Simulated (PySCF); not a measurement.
# Ionisation energy of As²⁺ by level of theory

As²⁺ [Ar] 3d10 4s2 4p1 (2P) → As³⁺ [Ar] 3d10 4s2 (1S), as a difference of total energies. Calculation: PySCF 2.14, in cc-pVTZ-DK; the spin-free X2C one-electron Hamiltonian (Gaussian nucleus). Correlated levels: valence: [Ar] 3d10 frozen. The calculations carry no spin-orbit coupling.

| method | ionisation energy (eV) | difference from reference (eV) |
| --- | --- | --- |
| UHF | 27.487 | -0.862 |
| r2SCAN | 28.311 | -0.038 |
| PBE0 | 28.115 | -0.234 |
| MP2 (valence) | 27.744 | -0.605 |
| SCS-MP2 (valence) | 27.733 | -0.616 |
| CCSD (valence) | 27.824 | -0.525 |
| CCSD(T) (valence) | 27.843 | -0.506 |

Reference: 28.349 ± 0.012 eV (measured; NIST Atomic Spectra Database, ionization energies).

The reference lies between the lowest fine-structure levels, while these numbers refer to the centres of the terms.

Errors of the correlated levels include the incompleteness of this basis and the frozen core.
